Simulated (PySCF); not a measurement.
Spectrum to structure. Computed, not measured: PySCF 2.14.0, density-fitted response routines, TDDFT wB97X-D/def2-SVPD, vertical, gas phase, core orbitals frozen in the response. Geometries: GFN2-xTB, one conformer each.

```
state  ν̃ (cm⁻¹)       f   main configurations (H = HOMO, L = LUMO)
   S1      53130   0.014                                  H→L (82%)
   S2      56550   0.240    H→L+2 (38%), H-1→L (36%), H-1→L+3 (12%)
   S3      57110   0.278                   H→L+2 (58%), H-1→L (24%)
   S4      58570   0.020                                H→L+1 (78%)
   S5      59910  0.0002  H-2→L (45%), H-2→L+3 (24%), H-2→L+1 (11%)
   S6      61220   0.029      H→L+4 (32%), H→L+3 (23%), H→L+5 (17%)
   S7      62040  0.0035                 H-1→L+1 (70%), H-1→L (15%)
   S8      65330  0.0007      H→L+4 (33%), H→L+3 (24%), H→L+8 (20%)
```

Question: Which structure fits? All have the formula C3H7ClOSi.
A. `Cl[C@@H]1CO[SiH2]C1`
B. `C=CO[SiH2]CCl`
C. `C/C=C(\Cl)O[SiH3]`
D. `C=C[C@H](Cl)[SiH2]O`
E. `C=CCO[SiH2]Cl`

Answer: B. Its S1 lies at 6.59 eV; the nearest of the others has S1 at 6.28 eV. S1 is HOMO→LUMO (82%). Löwdin shares by element: HOMO carbon 63% or more, oxygen 23%; LUMO silicon 27%, chlorine 18%, carbon 10% or more, hydrogen 8% or more (atoms not listed hold the other 37%). At the same level the other candidates give, for their lowest levels:
- `C=C[C@H](Cl)[SiH2]O`: 6.28 eV (f 0.109); 6.85 eV (f 0.092); 6.91 eV (f 0.127); 7.33 eV (f 0.060); 7.47 eV (f 0.114); T1 4.38 eV; HOMO -9.39, LUMO 1.20 eV
- `Cl[C@@H]1CO[SiH2]C1`: 7.09 eV (f 0.001); 7.13 eV (f 0.029); 7.38 eV (f 0.006); 7.90 eV (f 0.037); 7.92 eV (f 0.035); T1 6.58 eV; HOMO -10.12, LUMO 1.55 eV
- `C/C=C(\Cl)O[SiH3]`: 5.96 eV (f 0.001); 6.29 eV (f 0.000); 6.70 eV (f 0.479); 7.23 eV (f 0.000); 7.57 eV (f 0.026); T1 4.24 eV; HOMO -8.42, LUMO 1.85 eV
- `C=CCO[SiH2]Cl`: 7.22 eV (f 0.103); 7.56 eV (f 0.272); 7.73 eV (f 0.008); 7.86 eV (f 0.040); 8.03 eV (f 0.018); T1 4.63 eV; HOMO -9.74, LUMO 1.59 eV

Conformer computed: `[CH2:1]=[CH:2][O:3][SiH2:4][CH2:5][Cl:6]`: C1–C2–O3–Si4 180°, C2–O3–Si4–C5 180°, O3–Si4–C5–Cl6 180°.
Triplets come from the Tamm–Dancoff approximation.
